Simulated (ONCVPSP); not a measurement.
## Before and after: ONCV potential for Se

```
Element                 : Se (Z = 34)
Generator               : ONCVPSP 4.0.1
Type                    : optimised norm-conserving Vanderbilt (ONCV)
Functional              : LDA (Perdew-Zunger)
Relativity              : fully relativistic
Frozen core             : [Ar]
Valence charge          : 16
Reference configuration : 3d10 4s2 4p4
Partial waves           : 4s: rc 1.50 bohr, ncon 3, nbas 7, qcut 4.4 1/bohr, 2 projectors, debl 2.7 Ha; 4p: rc 1.40 bohr, ncon 5, nbas 9, qcut 4.7 1/bohr, 1 projector; 3d: rc 1.05 bohr, ncon 4, nbas 9, qcut 14.9 1/bohr, 1 projector
Local potential         : polynomial inside 0.75 bohr (lpopt 5, dvloc0 2 Ha)
Core correction         : Teter function fitted to the true core (icmod 2), fcfact 0.4
```

Open shells are filled in proportion to 2j + 1.

Change: all radii but the core radius scaled by about 0.91 (s 1.36, p 1.28, d 0.96 bohr); local potential polynomial inside 0.68 bohr (lpopt 5, dvloc0 2 Ha).

Cutoffs: the cutoffs (Ha) at which the residual kinetic energy of the hardest occupied pseudo-wave falls to 1 and 0.1 mHa per electron; they do not see the model core or the augmentation charge, which bear on the density cutoff. Errors are all-electron minus pseudo energies relative to the spin-unpolarised reference configuration.

**Question.** What does the change do?

**Answer.** The potential gets harder (95 Ha and 129 Ha → 146 Ha and 166 Ha); the bound ghosts move from s to p, s; the lowest positive-energy flag moves from p3/2 at 3.1 eV to none; the number of tests with a reliable result goes from 4 to 2. A smaller radius makes the pseudo-wave follow the all-electron one further in, where it bends more sharply, so more plane waves are needed.

| quantity | base | changed |
| --- | --- | --- |
| cutoff, loose | 95 Ha | 146 Ha |
| cutoff, tight | 129 Ha | 166 Ha |
| loose cutoff by channel | s 14 Ha, p 95 Ha, d 93 Ha | s 16 Ha, p 146 Ha, d 100 Ha |
| bound ghosts | s | s, p3/2, p1/2 |
| GHOST(+) flags under 300 eV | p3/2 at 3.1 eV, p1/2 at 7.8 eV | none |
| tests with a reliable result | 4 of 4 | 2 of 4 |
| error for 3d10 4s2 4p3, meV [ΔE 11.01 eV] | +15 | -4.8 |
| error for 3d10 4s2 4p3.5, meV [ΔE 4.39 eV] | +3.2 | -1.0 |
| rms error of d²Exc/dni dnj with the model core, mHa | 6.34 | 6.50 |

 A true bound ghost makes a file unfit for plane-wave use even where its test errors are small: the radial tests pick states by their node count and pass the ghost by.
